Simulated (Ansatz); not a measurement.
Cl3HHfS, SMILES `[SH][Hf]([Cl])([Cl])[Cl]`, 6 atoms. The species carries charge 0 and has multiplicity 1. Correlated methods include outer-core shells of Hf, which these sets cover unevenly. Hf: def2 effective core potential. All runs use 4 threads of an Intel Xeon Platinum 8259CL on a shared host. Correlated methods freeze the cores.

Problem. Give the basis size and wall time and peak host memory of each of these runs in Ansatz. RKS HSE06 (plane-wave form)-D4/def2-TZVPP energy; RKS ωB97M-V/def2-QZVPP energy; RKS PBE0-D4/def2-TZVPP energy; RKS PBE0-D4/def2-QZVPP energy; RHF-MP2/def2-QZVPP energy; RKS B97M-V/def2-TZVPP energy; direct RPA on PBE orbitals/def2-TZVPP energy; RKS PBE0-D4/def2-TZVP relaxation (9 steps); RKS PBE0-D4/def2-SVP energy; RKS PBE0-D4/def2-TZVP frequencies; RKS LC-ωPBE/def2-TZVPP energy; RHF-CCSD(T)/def2-SVP energy. (An estimate is asked.)

Solution. Ansatz gave: Other jobs shared the machine, so times are rough.

```
                                    level                   job  functions  wall time  peak host memory (GiB)
                     RKS PBE0-D4/def2-SVP                energy        109      1.6 s                    0.27
                   RKS LC-ωPBE/def2-TZVPP                energy        238        3 s                    0.54
                   RKS PBE0-D4/def2-TZVPP                energy        238      3.9 s                    0.94
RKS HSE06 (plane-wave form)-D4/def2-TZVPP                energy        238      4.3 s                    0.97
    direct RPA on PBE orbitals/def2-TZVPP                energy        238      5.5 s                    0.59
                     RHF-CCSD(T)/def2-SVP                energy        109      5.5 s                     0.5
                    RKS B97M-V/def2-TZVPP                energy        238      7.5 s                    0.53
                   RKS PBE0-D4/def2-QZVPP                energy        391        9 s                     1.8
                       RHF-MP2/def2-QZVPP                energy        391       14 s                     1.8
                   RKS ωB97M-V/def2-QZVPP                energy        391       19 s                     2.1
                    RKS PBE0-D4/def2-TZVP  relaxation (9 steps)        194       39 s                    0.71
                    RKS PBE0-D4/def2-TZVP           frequencies        194      2 min                    0.71
```

LC-ωPBE has ω = 0.4 bohr⁻¹.
